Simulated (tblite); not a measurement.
Species: C7H11 (doublet state).
Numbering: `[C:1]#[C:2][C:3]([CH3:4])([CH3:5])[CH2:6][CH3:7]` (hydrogens: H8, H9, H10 on C4; H11, H12, H13 on C5; H14, H15 on C6; H16, H17, H18 on C7)

Geometry (GFN2-xTB, Å), atoms numbered from 1 in this order:
```
atom  x, y, z in Å
C1     1.098    2.581   -0.479
C2     0.451    1.586   -0.342
C3    -0.335    0.349   -0.161
C4    -0.864    0.327    1.272
C5    -1.497    0.391   -1.156
C6     0.576   -0.851   -0.466
C7     1.775   -0.980    0.467
H8    -1.362   -0.621    1.468
H9    -0.057    0.454    1.989
H10   -1.579    1.133    1.421
H11   -2.118   -0.495   -1.035
H12   -2.113    1.272   -0.988
H13   -1.127    0.420   -2.179
H14    0.937   -0.753   -1.493
H15   -0.029   -1.761   -0.411
H16    2.328   -0.044    0.497
H17    2.440   -1.763    0.110
H18    1.465   -1.236    1.477
```

Calculated harmonic vibrations of the isolated species, GFN2-xTB (tblite), most abundant isotopes, no scaling. This tight-binding method is rough: wavenumbers can miss measured ones by several per cent, in bad cases by 10 to 20. One conformer, not necessarily the lowest. Open shells enter through the occupations alone, without spin polarisation, and single modes of such species can be off by tens of per cent.

Harmonic wavenumbers (cm⁻¹): 91.4, 124.3, 135.0, 188.0, 213.6, 233.7, 270.6, 314.0, 340.5, 373.7, 409.9, 481.7, 723.5, 811.2, 889.6, 958.3, 961.3, 1001.3, 1031.6, 1057.2, 1097.2, 1179.9, 1208.2, 1223.3, 1277.7, 1339.3, 1396.6, 1410.7, 1414.1, 1471.4, 1480.9, 1487.0, 1488.2, 1499.8, 1502.4, 1515.1, 2301.3, 2953.2, 2977.4, 3014.8, 3019.5, 3032.3, 3033.6, 3038.8, 3039.2, 3040.2, 3043.7, 3054.2.

A = 2918, B = 2476, C = 1926 MHz; mass 95.086 u (most abundant isotopes); point group C1, symmetry number 1; spin multiplicity 2.

Zero-point energy?

Half the sum of the wavenumbers: 34075 cm⁻¹ = 97.43 kcal/mol.

What is S at 200 K and 1 bar for an ideal gas of classical rigid rotors and harmonic oscillators?

Translation 37.61, rotation 26.35, vibration 15.07, spin (R ln 2) 1.38: S = 80.4 cal/(mol K).

And Cp and H(200 K) − H(0)?

Cp = 26.67 cal/(mol K), of which vibrations give 18.72 (their classical limit is 48 R = 95.4); H(200 K) − H(0) = 3.41 kcal/mol without the zero-point energy, 1.82 from vibrations.

How do the functions run with temperature in this model?

| T (K) | S (cal/(mol K)) | Cp (cal/(mol K)) | H − H(0) (kcal/mol) | G − H(0) (kcal/mol) | ln q(vib) |
| --- | --- | --- | --- | --- | --- |
| 150 | 73.3 | 22.7 | 2.17 | -8.82 | 1.88 |
| 250 | 86.8 | 30.5 | 4.84 | -16.85 | 4.15 |
| 298.15 | 92.5 | 34.3 | 6.40 | -21.17 | 5.26 |
| 400 | 103.7 | 42.5 | 10.31 | -31.17 | 7.56 |
| 600 | 123.7 | 56.5 | 20.28 | -53.95 | 11.97 |
| 900 | 149.6 | 71.1 | 39.57 | -95.05 | 18.25 |

q(vib) and H(0) count from the zero-point level.

What must be added to the electronic energy to get the Gibbs energy at 200 K and 1 bar?

ZPE + [H(200 K) − H(0)] − T·S = 97.43 + 3.41 − 16.08 = 84.76 kcal/mol.

Hindered rotation and anharmonicity are outside this model. Other conformers, if any are populated, would add a mixing term that is left out. The structure is chiral; the term R ln 2 for an equal mix with its mirror image is left out.

Hardware: an Arm Neoverse V2 with one thread, no GPU, on a shared host. Cost: 0.43 s wall. This covers the Hessian and the dipole derivatives.
